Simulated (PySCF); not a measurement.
oxepine (C₆H₆O), SMILES C1=CC=COC=C1. The structure is a stationary point at PBE0-D3(BJ)/def2-SVP.

The numbers are results of PBE0-D3(BJ)/def2-SVP (PySCF), not measurements.

Harmonic wavenumbers (cm⁻¹): 176, 253, 365, 398, 452, 640, 757, 769, 778, 846, 913, 951, 953, 956, 998, 1011, 1012, 1118, 1216, 1228, 1279, 1350, 1422, 1459, 1680, 1705, 1733, 3182, 3188, 3189, 3203, 3210, 3214. Rotational constants (GHz): 4.007, 3.809, 2.090; symmetry number 1.

Q: Work out the zero-point energy and the ideal-gas rigid-rotor harmonic-oscillator thermochemistry at 298.15 K and 1 atm.

A: ZPE = ½ Σ hcν = ½ × 45605 cm⁻¹ = 272.78 kJ/mol. H − E(el) = 290.19 kJ/mol. Entropy in J/(mol K): translation 165.42, rotation 111.77, vibration 38.39, total 315.58. G − E(el) = 196.10 kJ/mol. Cp = 99.17 J/(mol K).
